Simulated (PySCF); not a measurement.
C2H8AsGa (SMILES [CH3][Ga]([CH3])[AsH2]), singlet, geometry from GFN2-xTB (such geometries of metal compounds can be far from the true shape); DF-HF/def2-TZVPD run with PySCF.

The PySCF input:
```python
from pyscf import gto, scf

mol = gto.Mole()
mol.atom = '''
    Ga    0.41134409   -0.56738828    0.35285170
    C     2.18358417   -1.24807119   -0.44447018
    H     2.08508967   -2.27947158   -0.80004424
    H     2.98808853   -1.24152256    0.29780563
    H     2.50593038   -0.63357006   -1.29263499
    C    -0.31834019   -1.52571280    2.02293460
    H    -0.59825314   -2.55939518    1.79183208
    H    -1.20733864   -1.02234374    2.41957394
    H     0.42763898   -1.56773446    2.82282014
    As   -0.83362992    1.28794510   -0.69983659
    H    -2.06946727    0.43296341   -0.53463662
    H    -0.56503154    0.60062655   -2.01929770
'''
mol.basis = 'def2-tzvpd'
mol.verbose = 4
mol.build()

mf = scf.RHF(mol)
mf = mf.density_fit(auxbasis='def2-universal-jkfit')
mf.kernel()
mf.analyze()
```

Output, abridged:

```
PySCF version 2.14.0

[INPUT] verbose = 4
[INPUT] num. atoms = 12
[INPUT] num. electrons = 84
[INPUT] charge = 0
[INPUT] spin (= nelec alpha-beta = 2S) = 0
[INPUT] symmetry False subgroup None
[INPUT] Mole.unit = angstrom
[INPUT] Symbol           X                Y                Z      unit          X                Y                Z       unit  Magmom
[INPUT]  1 Ga     0.411344090000  -0.567388280000   0.352851700000 AA    0.777327673058  -1.072208455488   0.666793075587 Bohr   0.0
[INPUT]  2 C      2.183584170000  -1.248071190000  -0.444470180000 AA    4.126376051236  -2.358512733060  -0.839926910736 Bohr   0.0
[INPUT]  3 H      2.085089670000  -2.279471580000  -0.800044240000 AA    3.940248421460  -4.307576994930  -1.511864501136 Bohr   0.0
[INPUT]  4 H      2.988088530000  -1.241522560000   0.297805630000 AA    5.646668957654  -2.346137615869   0.562771079054 Bohr   0.0
[INPUT]  5 H      2.505930380000  -0.633570060000  -1.292634990000 AA    4.735522105427  -1.197273894124  -2.442726110130 Bohr   0.0
[INPUT]  6 C     -0.318340190000  -1.525712800000   2.022934600000 AA   -0.601575773542  -2.883179336743   3.822792361907 Bohr   0.0
[INPUT]  7 H     -0.598253140000  -2.559395180000   1.791832080000 AA   -1.130534587761  -4.836555934732   3.386071892410 Bohr   0.0
[INPUT]  8 H     -1.207338640000  -1.022343740000   2.419573940000 AA   -2.281539369205  -1.931949673764   4.572332084735 Bohr   0.0
[INPUT]  9 H      0.427638980000  -1.567734460000   2.822820140000 AA    0.808120552388  -2.962588765443   5.334356963506 Bohr   0.0
[INPUT] 10 As    -0.833629920000   1.287945100000  -0.699836590000 AA   -1.575332238043   2.433863502476  -1.322499487050 Bohr   0.0
[INPUT] 11 H     -2.069467270000   0.432963410000  -0.534636620000 AA   -3.910726364051   0.818182266858  -1.010316787963 Bohr   0.0
[INPUT] 12 H     -0.565031540000   0.600626550000  -2.019297700000 AA   -1.067754862341   1.135019682642  -3.815919616964 Bohr   0.0

nuclear repulsion = 498.83548026334
number of shells = 102
number of NR pGTOs = 407
number of NR cGTOs = 254
basis = def2-tzvpd
ecp = {}

******** <class 'pyscf.df.df_jk.DFRHF'> ********
method = DFRHF
initial guess = minao
damping factor = 0
level_shift factor = 0
DIIS = <class 'pyscf.scf.diis.CDIIS'>
diis_start_cycle = 1
diis_space = 8
diis_damp = 0
SCF conv_tol = 1e-09
SCF conv_tol_grad = None
SCF max_cycles = 50
direct_scf = False
Set gradient conv threshold to 3.16228e-05
Initial guess from minao.
******** <class 'pyscf.df.df.DF'> ********
auxbasis = def2-universal-jkfit
init E= -4236.52178449576
  HOMO = -0.245158190610481  LUMO = 0.0151274435441719  gap/eV = 7.08273
cycle= 1 E= -4237.83117958953  delta_E= -1.31  |g|= 0.418  |ddm|= 2.99
  HOMO = -0.338079988144074  LUMO = 0.0387660946359592  gap/eV = 10.25450
cycle= 2 E= -4237.87404498006  delta_E= -0.0429  |g|= 0.265  |ddm|= 0.727
  HOMO = -0.331514054450874  LUMO = 0.0429208876447523  gap/eV = 10.18889
cycle= 3 E= -4237.88152168752  delta_E= -0.00748  |g|= 0.0602  |ddm|= 0.261
  HOMO = -0.332398361311828  LUMO = 0.0447191352021489  gap/eV = 10.26189
cycle= 4 E= -4237.88299522788  delta_E= -0.00147  |g|= 0.0144  |ddm|= 0.119
  HOMO = -0.333462446396009  LUMO = 0.0445695538148896  gap/eV = 10.28677
cycle= 5 E= -4237.88307506108  delta_E= -7.98e-05  |g|= 0.00435  |ddm|= 0.0257
  HOMO = -0.333640199185858  LUMO = 0.0445221872009502  gap/eV = 10.29032
cycle= 6 E= -4237.88308741095  delta_E= -1.23e-05  |g|= 0.00135  |ddm|= 0.0125
  HOMO = -0.333734514177415  LUMO = 0.0445398180805595  gap/eV = 10.29337
cycle= 7 E= -4237.88308870557  delta_E= -1.29e-06  |g|= 0.000442  |ddm|= 0.00364
  HOMO = -0.33375934847956  LUMO = 0.044534411934519  gap/eV = 10.29390
cycle= 8 E= -4237.88308892065  delta_E= -2.15e-07  |g|= 0.000113  |ddm|= 0.00157
  HOMO = -0.333756767942443  LUMO = 0.0445330936460418  gap/eV = 10.29379
cycle= 9 E= -4237.88308893836  delta_E= -1.77e-08  |g|= 3.96e-05  |ddm|= 0.00048
  HOMO = -0.333757548740781  LUMO = 0.0445328227826324  gap/eV = 10.29381
cycle= 10 E= -4237.88308894055  delta_E= -2.19e-09  |g|= 1.35e-05  |ddm|= 0.000182
  HOMO = -0.333758041169904  LUMO = 0.0445325762421109  gap/eV = 10.29381
cycle= 11 E= -4237.88308894077  delta_E= -2.11e-10  |g|= 4.14e-06  |ddm|= 5.63e-05
  HOMO = -0.333757919482082  LUMO = 0.0445326541357947  gap/eV = 10.29381
Extra cycle  E= -4237.8830889408  delta_E= -3.27e-11  |g|= 2.08e-06  |ddm|= 1.26e-05
converged SCF energy = -4237.8830889408
**** SCF Summaries ****
Total Energy =                       -4237.883088940798189
Nuclear Repulsion Energy =             498.835480263339832
One-electron Energy =                -6903.881999391463978
Two-electron Energy =                 2167.163430187325503
Two-electron Coulomb Energy =         2335.452548092245706
DFT Exchange-Correlation Energy =     -168.289117904920204
HOMO-LUMO gap [eV] =                    10.293810826443270
**** MO energy ****
MO #1   energy= -432.554732544335  occ= 2
MO #2   energy= -378.811600675793  occ= 2
MO #3   energy= -56.2804801032491  occ= 2
MO #4   energy= -50.1252802332813  occ= 2
MO #5   energy= -50.1250546529093  occ= 2
MO #6   energy= -50.124734340762   occ= 2
MO #7   energy= -48.1629034294239  occ= 2
MO #8   energy= -42.4923346130279  occ= 2
MO #9   energy= -42.4892248693383  occ= 2
MO #10  energy= -42.4886098165085  occ= 2
MO #11  energy= -11.204099433419   occ= 2
MO #12  energy= -11.2040851817584  occ= 2
MO #13  energy= -8.00140900079107  occ= 2
MO #14  energy= -6.3893066482845   occ= 2
MO #15  energy= -5.85655715014745  occ= 2
MO #16  energy= -5.85505890241109  occ= 2
MO #17  energy= -5.85347291374614  occ= 2
MO #18  energy= -4.4863257982314   occ= 2
MO #19  energy= -4.47948923425837  occ= 2
MO #20  energy= -4.47797655038165  occ= 2
MO #21  energy= -2.08940831180434  occ= 2
MO #22  energy= -2.08780165526779  occ= 2
MO #23  energy= -2.08587554540359  occ= 2
MO #24  energy= -2.08439658835207  occ= 2
MO #25  energy= -2.08303388491032  occ= 2
MO #26  energy= -1.19788470121405  occ= 2
MO #27  energy= -1.19481428314393  occ= 2
MO #28  energy= -1.19299650836265  occ= 2
MO #29  energy= -1.18843281775659  occ= 2
MO #30  energy= -1.18717054226422  occ= 2
MO #31  energy= -0.919388135292772 occ= 2
MO #32  energy= -0.907726187225514 occ= 2
MO #33  energy= -0.808192769024227 occ= 2
MO #34  energy= -0.543430835278664 occ= 2
MO #35  energy= -0.542338894457023 occ= 2
MO #36  energy= -0.537097442179088 occ= 2
MO #37  energy= -0.534734381810841 occ= 2
MO #38  energy= -0.521335404402898 occ= 2
MO #39  energy= -0.485670890070054 occ= 2
MO #40  energy= -0.409278617828505 occ= 2
MO #41  energy= -0.38005564317497  occ= 2
MO #42  energy= -0.333757919482082 occ= 2
MO #43  energy= 0.0445326541357947 occ= 0
MO #44  energy= 0.0643007736727531 occ= 0
MO #45  energy= 0.083318512000592  occ= 0
MO #46  energy= 0.0890690670752471 occ= 0
MO #47  energy= 0.103927926635392  occ= 0
MO #48  energy= 0.113576215624378  occ= 0
MO #49  energy= 0.118427832103124  occ= 0
MO #50  energy= 0.128321986097132  occ= 0
 ** Mulliken pop on meta-lowdin orthogonal AOs  **
 ** Mulliken pop  **
 ** Mulliken atomic charges  **
charge of    0Ga =      0.64962
charge of    1C =     -0.54490
charge of    2H =      0.10353
charge of    3H =      0.10321
charge of    4H =      0.09785
charge of    5C =     -0.54488
charge of    6H =      0.10363
charge of    7H =      0.09786
charge of    8H =      0.10306
charge of    9As =     -0.08842
charge of   10H =     -0.04026
charge of   11H =     -0.04029
Dipole moment(X, Y, Z, Debye):  0.44865, -0.83006,  0.36044
```
